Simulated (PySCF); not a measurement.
# Removing an electron from `[SiH3]N[SiH2]S[SiH3]`

H9NSSi3.
Numbering: `[SiH3:1][NH:2][SiH2:3][S:4][SiH3:5]` (hydrogens: H6, H7, H8 on Si1; H9 on N2; H10, H11 on Si3; H12, H13, H14 on Si5)

Structure used (PBE0-D3(BJ)/def2-SVP), in Å, numbered top down from 1:
```xyz
14
H9NSSi3 angstrom
Si    -2.970    0.480    0.284
N     -1.339   -0.065    0.588
Si    -0.014   -0.213   -0.511
S      1.562    1.175   -0.004
Si     3.231   -0.176   -0.057
H     -3.297    1.709    1.072
H     -3.976   -0.566    0.646
H     -3.070    0.780   -1.173
H     -1.111   -0.255    1.562
H     -0.546    0.078   -1.870
H      0.607   -1.574   -0.474
H      4.435    0.650    0.239
H      3.091   -1.252    0.970
H      3.383   -0.817   -1.397
```

Level: PBE0/def2-SVPD (PySCF). Frontier orbitals with their largest atomic shares (Löwdin; up to four atoms above 4 %):

```json
{"orbital": "HOMO−3", "ε (eV)": "-9.36", "main atoms": "Si5 17 %, Si3 15 %, H12 14 %, S4 11 %"}
{"orbital": "HOMO−2", "ε (eV)": "-8.90", "main atoms": "S4 54 %, Si5 12 %, Si3 10 %, H11 6 %"}
{"orbital": "HOMO−1", "ε (eV)": "-7.86", "main atoms": "N2 36 %, S4 23 %, Si3 10 %, Si1 9 %"}
{"orbital": "HOMO", "ε (eV)": "-7.36", "main atoms": "?"}
{"orbital": "LUMO", "ε (eV)": "-0.28", "main atoms": "S4 18 %, Si3 15 %, Si1 14 %, Si5 13 %"}
{"orbital": "LUMO+1", "ε (eV)": "-0.02", "main atoms": "Si5 22 %, S4 21 %, Si3 10 %, Si1 8 %"}
{"orbital": "LUMO+2", "ε (eV)": "0.27", "main atoms": "S4 28 %, Si3 17 %, Si5 16 %, Si1 6 %"}
```

Task: What vertical ionisation energy does ΔSCF give, and how far is −ε(HOMO) from it?

Result: ΔSCF: 9.06 eV (874 kJ/mol; threshold wavelength 137 nm); ⟨S²⟩ of the doublet left behind is 0.758, against 0.75 for a pure doublet. −ε(HOMO) is 7.36 eV, 1.70 eV below it. In exact Kohn–Sham theory the two would be equal; PBE0 (global hybrid, 25 % exact exchange) falls short of its own ΔSCF value by 19 %.

Task: On which atoms does the HOMO lie?

Result: S4 (sulfur bonded to 2 Si) 57 %, N2 (nitrogen bridging silicon atoms) 13 %, Si5 (SiH3 silicon) 9 %, Si3 (SiH2 silicon) 7 %, so more than half of it is on one atom. The HOMO−1 lies 0.50 eV lower.

Task: What kinetic energy would electrons from this vertical process carry with Lyman-α light (10.199 eV)?

Result: 10.20 − 9.06 = 1.14 eV.

Task: What total energies stand behind the ΔSCF value?

Result: E(N) = -1325.91759 Eh and E(N − 1) = -1325.58456 Eh at the same geometry, 0.33303 Eh apart.

Task: How many of the 10 lowest singlet excitations (vertical TDDFT, same level) lie below the ionisation energy?

Result: All 10; they run from 5.84 to 7.35 eV.

The structure is a single PBE0-D3(BJ)/def2-SVP conformer in the gas phase; no vibrational or solvent corrections.
